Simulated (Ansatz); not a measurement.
Gas-phase electronic energies from Ansatz, PBE0-D4/def2-TZVP geometries. CBS: MP2 limit from def2 TZ/QZ plus the TZ coupled-cluster correction, frozen cores. This one scheme is used for every species. DFT in def2-TZVPP. Each species was taken in one conformer, which may not be the lowest.

Reaction (ligand exchange at the Si–O bond): `F[Si]O[SiH3]` + `OB(O)Cl` → `OB(Cl)O[SiH3]` + `O[Si]F`

| level | ΔE (kcal/mol) |
| --- | --- |
| r2SCAN0 | 2.3 |
| HF/def2-SVP | 4.1 |

Problem. What does CCSD(T)/CBS give? (An estimate is asked.)

Solution. Computed: +2.1 kcal/mol. The listed levels differ from it by 0.2, 2.0 kcal/mol.

Largest T1 diagnostic among the species: 0.015.

Leaving LDA and LC-ωPBE aside and taking each functional with its dispersion term where it has one, the values, not all of them listed here, spread over 0.5 kcal/mol, from ωB97X-V to BHLYP-D4. At CCSD(T), def2-SVP lies +1.5 kcal/mol from the extrapolated value and def2-TZVPP +0.2 kcal/mol.
